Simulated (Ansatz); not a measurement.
Ansatz (a quantum-chemistry and plane-wave program) input (CCSD(T)/aug-cc-pVDZ):

Ansatz 0.2 input:
```yaml
crystal:
  periodic: [false, false, false]
  atoms:
    - {symbol: C, position_ang: [-1.69516983, -0.80157911, -0.33139044]}
    - {symbol: C, position_ang: [-0.47561349, 0.00810272, -0.06309609]}
    - {symbol: C, position_ang: [-0.47068809, 1.45301965, -0.41825208]}
    - {symbol: C, position_ang: [0.81948685, -0.70535522, 0.08989597]}
    - {symbol: O, position_ang: [1.73869681, 0.08645184, 0.84513256]}
    - {symbol: H, position_ang: [-2.60064722, -0.26516685, -0.03614822]}
    - {symbol: H, position_ang: [-1.67555779, -1.75791631, 0.19622980]}
    - {symbol: H, position_ang: [-1.80966094, -1.03087530, -1.40384830]}
    - {symbol: H, position_ang: [-0.38915510, 1.59724945, -1.50894542]}
    - {symbol: H, position_ang: [0.36931258, 1.97223319, 0.04085937]}
    - {symbol: H, position_ang: [-1.39916548, 1.94000292, -0.11021969]}
    - {symbol: H, position_ang: [0.65231241, -1.67533249, 0.57625570]}
    - {symbol: H, position_ang: [1.25300964, -0.91975743, -0.90657597]}
    - {symbol: H, position_ang: [2.62188484, -0.27717995, 0.72838816]}
basis:
  gaussian:
    orbitals: aug-cc-pVDZ
magnetization: {spin_polarized: true, initial_magnetization: 1}
correlation: {method: ccsd_t, electrons: outside_noble_gas}
output: {forces: true}
```

End of the output:

```
cycle   3  -22.66363153 eV  change   -1.3e-1 eV  update   1.5e-2
cycle   4  -22.66446432 eV  change   -8.3e-4 eV  update   4.9e-3
cycle   5  -22.66274065 eV  change    1.7e-3 eV  update   2.2e-3
cycle   6  -22.66302169 eV  change   -2.8e-4 eV  update   9.0e-4
cycle   7  -22.66289888 eV  change    1.2e-4 eV  update   3.7e-4
cycle   8  -22.66288916 eV  change    9.7e-6 eV  update   1.6e-4
cycle   9  -22.66291586 eV  change   -2.7e-5 eV  update   7.5e-5
cycle  10  -22.66288822 eV  change    2.8e-5 eV  update   3.3e-5
cycle  11  -22.66288658 eV  change    1.6e-6 eV  update   1.5e-5
cycle  12  -22.66289650 eV  change   -9.9e-6 eV  update   6.6e-6
cycle  13  -22.66290052 eV  change   -4.0e-6 eV  update   2.9e-6
perturbative correction -0.72467094 eV, -0.0266311657 hartree
the calculation of the forces begins
0.90 GiB of device memory are held for the factors and their scratch space
Total energy: -6324.37366638 eV, -232.4164454250 hartree
Atom 0 at    -1.695170    -0.801579    -0.331390 Å, force    -0.099996    -0.093988    -0.126243 eV/Å
Atom 1 at    -0.475613     0.008103    -0.063096 Å, force    -0.032067     0.085700     0.377450 eV/Å
Atom 2 at    -0.470688     1.453020    -0.418252 Å, force     0.016443     0.127502    -0.121223 eV/Å
Atom 3 at     0.819487    -0.705355     0.089896 Å, force     0.172137    -0.210988    -0.141789 eV/Å
Atom 4 at     1.738697     0.086452     0.845133 Å, force     0.089268     0.413859     0.294564 eV/Å
Atom 5 at    -2.600647    -0.265167    -0.036148 Å, force    -0.375959     0.240788     0.144325 eV/Å
Atom 6 at    -1.675558    -1.757916     0.196230 Å, force     0.012451    -0.412415     0.244326 eV/Å
Atom 7 at    -1.809661    -1.030875    -1.403848 Å, force    -0.024737    -0.081891    -0.425722 eV/Å
Atom 8 at    -0.389155     1.597249    -1.508945 Å, force     0.036684     0.033104    -0.430830 eV/Å
Atom 9 at     0.369313     1.972233     0.040859 Å, force     0.364334     0.234965     0.213736 eV/Å
Atom 10 at    -1.399165     1.940003    -0.110220 Å, force    -0.401876     0.196617     0.149533 eV/Å
Atom 11 at     0.652312    -1.675332     0.576256 Å, force    -0.065542    -0.364243     0.210117 eV/Å
Atom 12 at     1.253010    -0.919757    -0.906576 Å, force     0.145092    -0.062499    -0.360935 eV/Å
Atom 13 at     2.621885    -0.277180     0.728388 Å, force     0.163770    -0.106513    -0.027310 eV/Å
Dipole moment:     0.067816    -0.239788    -0.223765 e Å
```

It need not be the lowest isomer of its formula.
